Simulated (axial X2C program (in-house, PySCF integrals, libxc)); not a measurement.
# Potential curves of TlO, spin-free

Computed with an axial X2C code built on PySCF integrals. Spin-free means the one-electron spin-free X2C Hamiltonian. Basis: Tl dyall-v3z [12s14p10d6f], O dyall-v3z [6s5p2d1f] (cores contracted in-house); Gaussian nuclei, density fitting, unrestricted open shells. Masses: Tl 204.974 u, O 15.995 u.

State: M_S = 1/2, Λ = 0 (beyond evenly filled blocks: σα). Energies in eV from the fragments at the same level (Tl + O). Fits are polynomials in 1 − R0/R over 0.85 to 1.23 times the lowest point R0.

| R (Å) | HF | MP2 | r2SCAN |
| --- | --- | --- | --- |
| 1.7565 | 0.3959 | -2.1075 | -2.5697 |
| 1.8373 | -0.2371 | -2.5403 | -3.0248 |
| 1.8979 | -0.5416 | -2.7336 | -3.2084 |
| 1.9584 | -0.7363 | -2.8429 | -3.2974 |
| 2.0190 | -0.8470 | -2.8876 | -3.3180 |
| 2.0897 | -0.8957 | -2.8779 | -3.2806 |
| 2.1603 | -0.8808 | -2.8191 | -3.1981 |
| 2.2512 | -0.7968 | -2.6931 | -3.0490 |
| 2.3622 | -0.6315 | -2.4902 | -2.8289 |
| 2.5238 | -0.3283 | -2.1461 | -2.4786 |

Correlated methods: 19 electrons correlated (number of frozen shells: Tl 5 s, 4 p, 2 d, 1 f; O 1 s), 209 virtual spin orbitals or spinors in MP2.

Dissociation energies refer to the lowest single-determinant-based atoms at the same level and basis. The state is one determinant with fixed occupations, lowest in a PBE0 search at one distance only: followed along the bond, the 2c determinant Ω = 3/2 reaches 0.03 eV lower at PBE0, at Re = 2.171 Å, so the state shown is not the lowest. Spin–orbit coupling changes these values markedly for this molecule (Re by over 0.02 Å or De by over 0.25 eV), so the spin-free numbers are a model. Spin-free De lacks the spin–orbit lowering of the heavy p-block atom, a tenth of an eV or more for 4p and 5p, up to an eV for 6p and one to two eV for 7p atoms, less what an open-shell molecule gains itself. MP2 and coupled cluster on one determinant become unreliable at the stretched end.

**Question.** What are Re, ωe and De at the HF level?

**Answer.** At HF, spin-free: Re = 2.105 Å, ωe ≈ 464 cm⁻¹, De = 0.90 eV to Tl + O; Be follows as 0.256 cm⁻¹.

**Question.** What are Re, ωe and De at the MP2 level?

**Answer.** At MP2, spin-free: Re = 2.042 Å, ωe ≈ 472 cm⁻¹, De = 2.89 eV to Tl + O; Be follows as 0.273 cm⁻¹.

**Question.** What are Re, ωe and De at the r2SCAN level?

**Answer.** At r2SCAN, spin-free: Re = 2.011 Å, ωe ≈ 506 cm⁻¹, De = 3.32 eV to Tl + O; Be follows as 0.281 cm⁻¹.
